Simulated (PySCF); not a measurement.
## Electron correlation in Br²⁺ (bromine, charge +2)

[Ar] 3d10 4s2 4p3, high-spin 4S determinant. All numbers are calculated (PySCF 2.14, the spin-free X2C one-electron Hamiltonian (Gaussian nucleus), in aug-cc-pVDZ-DK (6s5p3d, 36 functions)). Frozen: [Ar] 3d10; 5 electrons correlated.

MP2 pair energies summed by pair of shells (mhartree):

```csv
pair,energy,share (%)
4s-4p,-38.00,66.4
4p-4p,-13.43,23.5
4s-4s,-5.78,10.1
```

Total MP2 correlation energy: -57.21 mhartree.

Same-spin part -14.90 and opposite-spin part -42.31 mhartree; SCS-MP2 scales them by 1/3 and 6/5 to -55.73 mhartree.

| level | correlation energy (mhartree) |
| --- | --- |
| CCSD | -71.59 |
| (T) | -0.64 |
| CCSD(T) | -72.23 |

Diagnostics: T1 = 0.0014, D1 = 0.0023, largest double amplitude 0.047.

Cost of the coupled-cluster step: 0.27 s of wall time on 1 thread of Neoverse-N1 (shared host), for 5 correlated electrons.
